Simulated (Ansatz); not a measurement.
Input for Ansatz (a quantum-chemistry and plane-wave program): R-CCSD(T)/aug-cc-pVTZ on H2 (SMILES [H][H]) with ghost functions, monomers drawn apart or pushed together.

Ansatz 0.2 input:
```yaml
crystal:
  periodic: [false, false, false]
  atoms:
    - {symbol: H, position_ang: [0.12508373, 0.41203519, 3.41906217]}
    - {symbol: H, position_ang: [-0.31591990, -0.08394479, 3.75619461]}
basis:
  gaussian:
    orbitals: aug-cc-pVTZ
    ghost_atoms:
      - {symbol: C, position_ang: [-0.35073975, -0.50688680, 0.04175197]}
      - {symbol: O, position_ang: [0.32918566, 0.24201725, -0.60192827]}
      - {symbol: H, position_ang: [-1.40291903, -0.27408985, 0.29596654]}
      - {symbol: H, position_ang: [0.03506060, -1.47353629, 0.41948259]}
magnetization: {spin_polarized: false}
correlation: {method: ccsd_t, electrons: outside_noble_gas}
scf: {lower_state_search: off}
```

The head of its log:

```
WARN ansatz: RAYON_NUM_THREADS=2 ignored (pool sized by the plan → 2); use --threads N
Functional definition: HF
these checks for a lower state are left out or cut short: stability, starts, cluster_reference, orbital_swaps, neighbouring_geometries, increment
integrals: 0.64 GiB planned
1049 factors; integrals over basis functions are off by at most 1.1e-3 eV
mean field: 0.33 GiB planned
mean field evaluation 1: about -30.7400 eV, gradient 3.6e0 eV
mean field evaluation 2: about -30.7399 eV, gradient 3.6e0 eV
mean field evaluation 4: about -30.8303 eV, gradient 6.8e-2 eV
mean field evaluation 8: about -30.8303 eV, gradient 1.8e-7 eV
mean field -30.83034707 eV, -1.1329943574 hartree, gradient 1.8e-7 eV, S^2 0.000000; 0 other end points of the search recorded, 0 dependent functions left out
reference -30.83034707 eV, -1.1329943574 hartree; 1, 1 occupied and 183, 183 virtual orbitals, 1049 factors
```

### Question
Give the final energy of this run.

### Answer
-1.1727 hartree (reference determinant -1.1330, T1 diagnostic 0.005).
